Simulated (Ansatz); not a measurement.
C3H8BF (`CCB(C)F`). The species carries charge 0 and has multiplicity 1. The geometry is a stationary point of PBE0-D4/def2-TZVP. It is one conformer, not always the lowest.

```xyz
13

C     1.142    0.488    1.561
C     0.771   -0.095    0.205
B    -0.716    0.067   -0.253
C    -1.302   -0.470   -1.600
F    -1.564    0.710    0.559
H     2.197    0.330    1.796
H     0.952    1.563    1.595
H     0.552    0.036    2.362
H     1.006   -1.169    0.162
H     1.399    0.332   -0.590
H    -1.751    0.351   -2.169
H    -2.119   -1.172   -1.397
H    -0.568   -0.970   -2.233
```

What is the dipole moment at PBE/def2-TZVPP? (Best estimate.)

The calculation gave: 1.23 D, with components (0.75, -0.60, -0.77) D in this frame, pointing from negative to positive charge.

And with r2SCAN, B3LYP, ωB97M-V? (Best estimate.)

The calculation gave: r2SCAN 1.28 D, B3LYP 1.31 D, ωB97M-V 1.29 D.

Give the Mulliken charges with PBE, B3LYP, r2SCAN in def2-TZVPP. (Estimate.)

Ansatz gave: 
| atom | PBE | B3LYP | r2SCAN |
| --- | --- | --- | --- |
| C1 | -0.24 | -0.23 | -0.12 |
| C2 | -0.22 | -0.20 | -0.13 |
| B3 | 0.30 | 0.33 | 0.38 |
| C4 | -0.36 | -0.33 | -0.26 |
| F5 | -0.22 | -0.26 | -0.27 |
| H6 | 0.08 | 0.08 | 0.04 |
| H7 | 0.09 | 0.08 | 0.04 |
| H8 | 0.08 | 0.08 | 0.04 |
| H9 | 0.09 | 0.08 | 0.04 |
| H10 | 0.09 | 0.08 | 0.04 |
| H11 | 0.11 | 0.10 | 0.07 |
| H12 | 0.11 | 0.10 | 0.07 |
| H13 | 0.10 | 0.09 | 0.06 |

B3LYP here is the variant with VWN-RPA as its local correlation; programs differ in this.
